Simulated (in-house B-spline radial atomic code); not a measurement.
Configurations of Zr, with energies counted from [Kr] 4d2 5s2. Level of theory: scalar-relativistic (X2C) B97-1, spin-polarised, spherical fractional occupations, exact exchange averaged over the configuration, Fermi nucleus of rms radius 4.2694 fm; calculated with a radial B-spline atomic code at the basis-set limit. Shells without spins written out take the highest spin.

Occupations are held fixed; configurations that lie above the ionisation limit could autoionise.

```tsv
configuration	E - E(ref) (eV)	highest orbital	its <r> (bohr)
[Kr] 4d2 5s1 5p1	2.4804	5p up	4.741
[Kr] 4d1 5s2 5p1	3.1858	5p up	4.47
[Ar] 3d10 4s2 4p5 4d2 5s2 6s1	34.546	6s up	9.09
[Ar] 3d9 4s2 4p6 4d2 5s2 6p1	187.24	6p up	11.37
```

(1) Order these further configurations by energy, lowest first.
A. [Ar] 3d10 4s2 4p5 4d2 5s2 5p1
B. [Ar] 3d9 4s2 4p6 4d2 5s2 6s1
C. [Ar] 3d9 4s2 4p6 4d2 5s2 6f1
D. [Ar] 3d9 4s2 4p6 4d2 5s2 5p1
E. [Ar] 3d10 4s2 4p5 4d3 5s2

## Answers

(1) E (27.555 eV), A (32.09 eV), D (184.15 eV), B (186.62 eV), C (188.55 eV).
